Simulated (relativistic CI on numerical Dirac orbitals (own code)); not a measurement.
## Cubic crystal-field splitting of Ce3+ by operator equivalents

Problem. Ce3+ (4f) sits in a cubic field with the Wybourne parameters B⁴₀ = -2390 and B⁶₀ = 450 cm⁻¹. Find the levels of its ground J multiplet, neglecting the mixing with the other J.

Working.
1. One f electron has the ground level ²F5/2 with g_J = 6/7 and the Stevens factor β = 2/315. Rank 6 cannot act within J = 5/2.
2. Stevens form: B₄ = β B⁴₀/8 = -1.8968 cm⁻¹, in H = B₄(O₄⁰ + 5O₄⁴).
3. The eigenvalues of O₄⁰ + 5O₄⁴ for J = 5/2 are −240 (Γ7 doublet) and +120 (Γ8 quartet): E(Γ7) = 455.2, E(Γ8) = -227.6 cm⁻¹.
4. Order and energies above the lowest: Γ8 0.0, Γ7 682.9 cm⁻¹. The Γ8 quartet has no single g value.

Check. Diagonalising spin-orbit coupling (free-ion gap 2139 cm⁻¹, from a Dirac-Coulomb-Breit calculation) and field together in all 14 states gives Γ8 0.0, Γ7 555.2 cm⁻¹. The other multiplet starts at 2046 cm⁻¹; the differences from the hand values come from J mixing and grow with the ratio of the field to that gap.
